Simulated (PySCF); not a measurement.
C2H6B, SMILES C[B]C, doublet (PBE0/def2-SVP optimised geometry):

```
9

C     -1.015     0.569     0.000
B     -0.025    -0.625     0.000
C      1.525    -0.625     0.000
H     -1.222     0.758    -1.073
H     -1.990     0.364     0.467
H     -0.595     1.506     0.410
H      1.979     0.296    -0.410
H      1.990    -1.506    -0.467
H      1.804    -0.664     1.073
```

Calculation: unrestricted PBE0/def2-TZVP in PySCF.

### Question
What are the frontier orbital energies (α orbitals alone; a β orbital can be the lowest empty one) and the dipole moment?

### Answer
HOMO-2 -10.89 eV, HOMO-1 -9.43 eV, HOMO -4.96 eV, LUMO -0.82 eV, LUMO+1 1.03 eV; dipole moment 1.05 D.

On the same geometry unrestricted PBE/def2-TZVP run with PySCF 2.14.0 gives HOMO-2 -9.45 eV, HOMO-1 -8.01 eV, HOMO -3.76 eV, LUMO -1.87 eV, LUMO+1 0.30 eV; dipole moment 1.09 D.

Meta-Löwdin charges at PBE0/def2-TZVP: C1 -0.47, B2 0.12, C3 -0.47, H4 0.15, H5 0.14, H6 0.12, H7 0.12, H8 0.14, H9 0.15.
